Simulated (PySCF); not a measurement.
The numbers are results of TPSSh-D3(BJ)/def2-TZVP // CAM-B3LYP-D3(BJ)/def2-TZVP (PySCF), not measurements. Isolated molecules, 0 K electronic values unless said otherwise. Delta-SCF ions had no search for a lower state. Excitations are Tamm–Dancoff values on a coarser integration grid. The basis has no diffuse functions, so Rydberg states are missing or too high.

Reference species (SMILES): `NB(Cl)Cl` (neutral, multiplicity 1).

The vertical ionisation energy (Delta-SCF) is 10.54 eV, the S1 excitation (TDA) is 7.12 eV and the dipole moment is 2.84 D. The S1 oscillator strength is 0.000.

Changed species: `B(Cl)(N)N` (2 of 3 Cl replaced by NH2; the reference has 1 of 3 Cl replaced by NH2).

Question: What does the change do to the vertical ionisation energy (Delta-SCF), S1 excitation (TDA), dipole moment and S1 oscillator strength?

Answer: the vertical ionisation energy (Delta-SCF) drops by 1.17 eV, to 9.37 eV; the S1 excitation (TDA) drops by 0.65 eV, to 6.47 eV; the dipole moment stays essentially unchanged; the S1 oscillator strength stays essentially unchanged.
